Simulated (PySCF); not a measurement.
Level of theory: PySCF, PBE0, basis Zr def2-TZVP with ECP28, H def2-TZVP (scalar-relativistic core potentials, no spin–orbit coupling, density fitting). Open shells, if any, are unrestricted.

What shape and geometry does isolated singlet ZrH4 take (every ligand bound to Zr)?

Formally Zr is in oxidation state +4, d0. The polar-tensor charge on Zr, 1.68, is far below the formal one. The lowest minimum found is a singlet of Td symmetry with Zr–H 1.844 Å (×4); H–Zr–H 109.5° (×6). Its harmonic wavenumbers are 533 (t2), 624 (e), 1687 (t2), 1753 (a1) cm⁻¹ and its dipole moment is 0.00 D.

Stability towards spin polarisation was not tested. This need not be the most stable arrangement of these atoms.
